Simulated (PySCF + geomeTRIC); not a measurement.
The multiplicity is imposed and other spin states were not computed.

Species: [Hf(Cl)4]- (charge -1, multiplicity 2).

Task: Give a relaxed geometry from TPSS-D3(BJ)/def2-SVP (PySCF + geomeTRIC).

Result: the end point of this relaxation.
Z-matrix (Å, degrees):
```
Hf
Cl 1 2.4315
Cl 1 2.4318 2 143.60
Cl 1 2.4319 2 95.50 3 -107.40
Cl 1 2.4319 2 95.48 4 -145.40
```
